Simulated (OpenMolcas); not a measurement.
Os6+ among 6 point charges of -1.7 e arranged as an octahedron (Oh).

```json
{
  "Program": "OpenMolcas 26.06",
  "Method": "CASSCF",
  "Basis": "ANO-RCC-VTZP [8s7p5d3f2g1h]",
  "Scalar Hamiltonian": "DKH2, point nucleus",
  "Active space": "2 electrons in 5 orbitals (5d)",
  "State averaging": "2S+1 = 3 even, 10 roots; 2S+1 = 1 even, 15 roots",
  "Spin-orbit coupling": "state interaction with AMFI integrals over the reference wave functions"
}
```

All point charges move together. At R = 2.21 Å |10Dq| is 4401 cm-1, and at R = 2.33 Å it is 3396 cm-1.

**Question.** A third run gives 6356 cm-1. What distance was it run at?

**Answer.** With a power law R^-n the two known points give n = -ln(3396 / 4401) / ln(2.33 / 2.21) = 4.90. Then R = 2.21 × (4401 / 6356)^(1/4.90) = 2.050 Å. The run was at 2.05 Å, so the estimate is off by 0 Å.

Without dynamic correlation the repulsion within the d shell is too large (B by tens of per cent), so at a given field states of lower spin stand too high. Spin-orbit coupling mixes the spin-free states strongly: the lowest level takes only 69 % from its leading state, 3T1 (figures for R = 2.05; the like holds for R = 2.21, R = 2.33). This field is weak: 10Dq is about 6356 cm-1, while octahedral complexes of 5d ions of charge 3 and more, computed by the same method with explicit ligands, had a median near 35000 cm-1. Ground spin and moment need not be those of a real site (figures for R = 2.05; the like holds for R = 2.21, R = 2.33). This is an electrostatic model: the charges have no orbitals. No measured value stands beside these numbers.
